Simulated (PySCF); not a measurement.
Predicted microwave data (PBE0/def2-SVPD in PySCF (dipole) on a GFN2-xTB geometry, gas phase) for one isomer of C4H9NSi2:

```
Rotational constants : A = 2498, B = 1492, C = 1245 MHz
Dipole components    : |μa| = 2.96 D, |μb| = 0.06 D, |μc| = 2.71 D
Inertial defect      : -135.15 u·Å²
κ                    : -0.61
```

Task: Which structure is it? (One computed conformer of each.)
A. `[N:1]#[C:2][C@@H:3]1[CH2:4][Si@@H:5]1[CH2:6][SiH3:7]` with C4–Si5–C6–Si7 -134°
B. `[N:1]#[C:2][C@@H:3]1[CH2:4][CH2:5][SiH2:6][SiH2:7]1` with C2–C3–C4–C5 -67°, C3–C4–C5–Si6 -52°, C4–C5–Si6–Si7 26°, C5–Si6–Si7–C3 1°
C. `[N:1]#[C:2][C@@H:3]1[CH2:4][Si@H:5]1[CH2:6][SiH3:7]` with C4–Si5–C6–Si7 25°
D. `[N:1]#[C:2][Si@@H:3]([SiH3:4])[CH:5]1[CH2:6][CH2:7]1` with C2–Si3–C5–C6 85°
E. `[CH:1]#[C:2][C@H:3]1[CH2:4][SiH2:5][NH:6][SiH2:7]1` with C2–C3–C4–Si5 163°, C3–C4–Si5–N6 -28°, C4–Si5–N6–Si7 7°, Si5–N6–Si7–C3 11°

Result: B. It is N#C[C@@H]1CC[SiH2][SiH2]1, an asymmetric top, point group C1. The candidates at the same level (rigid rotor, commonest isotopes):

```csv
SMILES,A (MHz),B (MHz),C (MHz),μa (D),μb (D),μc (D),Δ (u·Å²),point group,rotor
N#C[C@@H]1CC[SiH2][SiH2]1,2498,1492,1245,2.96,0.06,2.71,-135.15,C1,asymmetric top
N#C[C@@H]1C[Si@H]1C[SiH3],3923,851.1,806.4,5.49,1.02,0.83,-95.91,C1,near-prolate asymmetric top
N#C[Si@@H]([SiH3])C1CC1,1868,1340,837.4,2.12,3.70,0.37,-44.31,C1,asymmetric top
N#C[C@@H]1C[Si@@H]1C[SiH3],2380,1257,914.4,0.90,4.41,0.34,-61.73,C1,asymmetric top
C#C[C@H]1C[SiH2]N[SiH2]1,3284,1311,989.3,1.05,0.16,0.02,-28.44,C1,asymmetric top
```

`N#C[Si@@H]([SiH3])C1CC1` has C 33 % too low; `N#C[C@@H]1C[Si@@H]1C[SiH3]` has C 27 % too low; `C#C[C@H]1C[SiH2]N[SiH2]1` has A 31 % too high; `N#C[C@@H]1C[Si@H]1C[SiH3]` has A 57 % too high. No structure here is proved a minimum.
